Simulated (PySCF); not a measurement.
Gas-phase equilibrium of 1 mol H₂S, 0.77 mol H₂ at 1400 K and 0.00100 bar, among 9 species (S₂, S₆, H₂S₂, H, H₂S, SH, H₂, S₈, S). Only gases are allowed; each row takes one source of thermochemistry for all species, and Cantera finds the minimum.

Computed with PySCF and rigid-rotor harmonic-oscillator thermochemistry at 1 bar. † marks an energy on the PBE0/def2-TZVP geometry and frequencies; other levels use their own. MP2 freezes the core. Open shells (unrestricted) among the columns below: S₂ (multiplicity 3), H (multiplicity 2), SH (multiplicity 2, electronic degeneracy 4), S (multiplicity 3, electronic degeneracy 9); the rest are closed-shell singlets. Spin-orbit splitting is ignored; it lowers the true energy and changes the entropy of SH, S. No R ln 2 is added for the mirror-image form of H₂S₂. MP2 isn't extrapolated to the basis-set limit. The harmonic model lacks anharmonicity and excited electronic states, which grow with temperature; levels with a mode under 35 cm⁻¹ are left out. Internal rotation in H₂S₂ is treated as a harmonic vibration of one conformer, which makes the entropy rough.

Molecules larger than those listed are left out.

Mole fractions:

```json
[
 {"thermochemistry": "MP2/def2-TZVPP†", "x H₂": "0.74", "x S₂": "0.19", "x H₂S": "0.066", "x SH": "0.0027", "x H": "0.00040", "x S": "0.00024", "x H₂S₂": "2.2e-6"},
 {"thermochemistry": "PBE/def2-SVP", "x H₂": "0.75", "x S₂": "0.20", "x H₂S": "0.048", "x SH": "0.0017", "x H": "0.00046", "x S": "3.4e-5", "x H₂S₂": "1.1e-6"},
 {"thermochemistry": "PBE0/def2-TZVP", "x H₂": "0.75", "x S₂": "0.20", "x H₂S": "0.052", "x SH": "0.0029", "x H": "0.00036", "x S": "8.4e-5", "x H₂S₂": "2.5e-6"},
 {"thermochemistry": "LDA/def2-TZVP†", "x H₂": "0.69", "x S₂": "0.16", "x H₂S": "0.15", "x SH": "0.00031", "x H": "7.1e-5", "x S": "4.6e-7", "x H₂S₂": "3.5e-5"},
 {"thermochemistry": "ωB97M-V/def2-TZVP†", "x H₂": "0.72", "x S₂": "0.18", "x H₂S": "0.088", "x SH": "0.0036", "x H": "0.00017", "x S": "0.00011", "x H₂S₂": "6.8e-6"}
]
```
The most sensitive of these is S: it spans a factor of 10^2.7 over these rows; at this temperature one factor of ten is RT ln 10 = 27 kJ/mol.
